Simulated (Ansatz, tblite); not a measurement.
Removing an electron: Si(vinyl)3(NMe2) (C₈H₁₅NSi). The state is a singlet with charge 0. Geometry: PBE-D4/def2-SVP. Ansatz, gas phase; energy differences of separate SCF runs; the oxidised species was run as a doublet alone.

| atom | x (Å) | y (Å) | z (Å) |
| --- | --- | --- | --- |
| Si1 | -0.1488 | -0.2272 | 0.3392 |
| C2 | 1.3254 | -0.3483 | 1.5066 |
| C3 | 2.5911 | -0.5408 | 1.0831 |
| H4 | 1.1379 | -0.3193 | 2.5972 |
| H5 | 2.8281 | -0.5905 | 0.0054 |
| H6 | 3.4391 | -0.6592 | 1.7805 |
| C7 | -1.3627 | 1.0514 | 1.0050 |
| C8 | -1.0756 | 1.9479 | 1.9724 |
| H9 | -2.3556 | 1.1240 | 0.5183 |
| H10 | -0.1016 | 1.9449 | 2.4944 |
| H11 | -1.7902 | 2.7273 | 2.2920 |
| C12 | -0.9995 | -1.9005 | 0.2221 |
| C13 | -2.2202 | -2.1647 | 0.7311 |
| H14 | -0.4369 | -2.7348 | -0.2400 |
| H15 | -2.8254 | -1.3826 | 1.2227 |
| H16 | -2.6725 | -3.1714 | 0.6905 |
| N17 | 0.4482 | 0.1897 | -1.2646 |
| C18 | -0.1425 | -0.3260 | -2.4833 |
| C19 | 1.1635 | 1.4387 | -1.4548 |
| H20 | -0.8569 | 0.3927 | -2.9594 |
| H21 | -0.6991 | -1.2633 | -2.2863 |
| H22 | 0.6420 | -0.5504 | -3.2450 |
| H23 | 1.6000 | 1.7912 | -0.4989 |
| H24 | 2.0030 | 1.3147 | -2.1794 |
| H25 | 0.5092 | 2.2565 | -1.8489 |

The xTB rows come from tblite. B3LYP takes the VWN-RPA correlation. Single mean-field runs in def2-TZVP are fitted with def2-universal-jkfit.

| level | −HOMO (eV) | vertical IE (eV) | −LUMO (eV) | HOMO–LUMO gap (eV) |
| --- | --- | --- | --- | --- |
| GFN1-xTB | 10.32 | 13.05 | 7.46 | 2.86 |
| GFN2-xTB | 9.40 | 12.14 | 6.45 | 2.95 |
| PBE-D4/def2-TZVP | 4.86 | 7.65 | 1.75 | 3.10 |
| B3LYP-D4/def2-TZVP | 5.93 | 7.89 | 0.98 | 4.95 |
| PBE0-D4/def2-TZVP | 6.12 | 7.81 | 0.78 | 5.34 |

 Raw xTB energy differences between charge states are shifted by several eV; the methods need an empirical correction for them.
